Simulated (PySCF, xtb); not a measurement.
CH2FNOSi, SMILES [SiH2](F)OC#N. Other conformers were not sampled.

Harmonic wavenumbers (cm⁻¹) from GFN2-xTB run with xtb 6.7.1 at its own minimum, in rising order: 46, 117, 234, 483, 492, 544, 597, 667, 728, 764, 856, 1267, 2410, 2452, 2468.

What does PySCF 2.14.0 with PBE-D3(BJ)/def2-SVP give at its own minimum? (An estimate is asked for; the answer gives what the named calculation found.)

56, 127, 277, 485, 494, 649, 695, 719, 860, 895, 950, 1177, 2239, 2277, 2322. Paired by order, the mean absolute difference is 84 cm⁻¹ and the zero-point energies are 20.2 and 20.3 kcal/mol.
